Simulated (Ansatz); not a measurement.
```yaml
crystal:
  periodic: [false, false, false]
  atoms:
    - {symbol: V, position_ang: [0.065092, 0.051699, -0.508572]}
    - {symbol: O, position_ang: [1.306279, -0.006005, 0.300230]}
    - {symbol: O, position_ang: [-1.347659, -0.016283, 0.254724]}
basis:
  gaussian: {orbitals: cc-pVDZ}
magnetization: {spin_polarized: false, initial_magnetization: 1}
hamiltonian: {xc: {name: B3LYP}}
scf: {omitted_lower_state_checks: [starts]}
```

```sh
$ ansatz run in.yaml --threads 4 --pin off --events-out ev --progress --plain --max-ram 3916MiB
```

Shortened log:

```
Functional definition: B3LYP
716 factors; integrals over basis functions are off by at most 7.0e-4 eV
mean field evaluation 1: about -29771.4672 eV, gradient 8.1e1 eV
mean field evaluation 2: about -29771.5047 eV, gradient 8.1e1 eV
mean field evaluation 4: about -29775.7724 eV, gradient 5.4e1 eV
mean field evaluation 8: about -29782.7423 eV, gradient 2.2e0 eV
mean field evaluation 16: about -29782.7571 eV, gradient 2.6e-3 eV
mean field -29782.75711259 eV, -1094.4961364099 hartree, gradient 9.0e-6 eV, S^2 0.750000; 0 other end points of the search recorded, 0 dependent functions left out
reference -29782.75734459 eV, -1094.4961449357 hartree; 20, 19 occupied and 51, 52 virtual orbitals, 716 factors
Total energy: -29782.75734459 eV, -1094.4961449357 hartree
Checks for a lower state left out: starts
```

Hardware: 4 threads of Arm Neoverse V2 on a shared host. Wall time 2 s.

B3LYP takes the VWN-RPA correlation.

With spin_polarized false and unpaired electrons the run is restricted open-shell.
